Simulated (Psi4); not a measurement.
Dimer: GeH4 (SMILES [GeH4]) (first 5 atoms) with GeH4 (SMILES [GeH4]); geometry from B3LYP-D3(BJ)/def2-TZVP, rigid monomers moved along the line of their centres of mass till Ge1···Ge6 is 7.38 Å.
(charge 0, multiplicity 1):
```csv
atom,x (Å),y (Å),z (Å)
Ge,0.1062,0.0277,0.0037
H,-0.2452,1.4544,0.4496
H,-1.0035,-0.9338,0.4526
H,1.4344,-0.3935,0.6489
H,0.2396,-0.0169,-1.5257
Ge,-0.2762,-0.0721,7.3704
H,0.1329,-1.4755,6.9009
H,-1.6180,0.3077,6.7275
H,0.7959,0.9405,6.9427
H,-0.4162,-0.0600,8.8998
```

All values below come from Psi4 with SAPT0/aug-cc-pVDZ.

**Question.** Which attractive term is largest, and how does the interaction split up?

**Answer.** electrostatics 0.00, exchange 0.00, induction 0.00, dispersion -0.04, total -0.03 kcal/mol; the largest attraction is dispersion.
